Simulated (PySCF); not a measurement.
Compound: Si(SiH3)2Me2, C2H12Si3.
Cartesian coordinates in Å at the PBE0-D3(BJ)/def2-SVP level; atoms count from 1:
```xyz
17
C2H12Si3 angstrom
Si    -0.1514    0.0067   -0.1006
Si    -0.1148   -0.0276    2.2475
H     -1.5013    0.0390    2.8130
H      0.6630    1.1323    2.7880
H      0.5272   -1.2883    2.7397
Si     2.0780    0.0056   -0.8360
H      2.8335   -1.1365   -0.2291
H      2.7663    1.2779   -0.4485
H      2.1555   -0.1286   -2.3277
C     -1.0222    1.5699   -0.7099
H     -1.0187    1.6120   -1.8108
H     -0.5224    2.4747   -0.3319
H     -2.0696    1.5892   -0.3699
C     -1.0269   -1.5421   -0.7407
H     -2.0682   -1.5783   -0.3828
H     -0.5153   -2.4548   -0.3982
H     -1.0411   -1.5516   -1.8420
```

Computed with PySCF, delta-SCF UKS SCAN, pcX-2 on the ionised atom, pcseg-1 elsewhere, spin-free X2C. Each 1s hole has a ground state of its own, since the core basis sits on the ionised atom alone.

| ionised atom | basis functions | E(ground) (Eh) | E(ionised) (Eh) |
| --- | --- | --- | --- |
| C10 | 173 | -953.61595 | -942.95619 |
| Si1 | 184 | -953.66912 | -885.84760 |
| Si2 | 184 | -953.66610 | -885.83240 |

Problem. What are the 1s binding energies?

Solution. E(ionised) − E(ground), at 27.2114 eV a hartree:

```
atom                     environment  difference (Eh)  binding energy (eV)
 C10     carbon bonded to Si and 3 H         10.65976               290.07
 Si1  silicon bonded to 2 C and 2 Si         67.82152              1845.52
 Si2    silicon bonded to Si and 3 H         67.83370              1845.85
```

Problem. How much do the ground-state energies differ, and what would follow from using one of them for all holes?

Solution. They run from -953.6691 Eh (core basis on Si1) to -953.6159 Eh (on C10), 0.0532 Eh or 1.45 eV apart, for one and the same state in different bases and grids. Pairing the ion of C10 with the ground state of Si1 would put its binding energy 1.45 eV too high.

Only 1s holes are shown. The first atom of each set that the bonding makes equivalent was ionised and stands for the set. Geometry: PBE0-D3(BJ)/def2-SVP; no solvent, vibrations or thermal averaging.
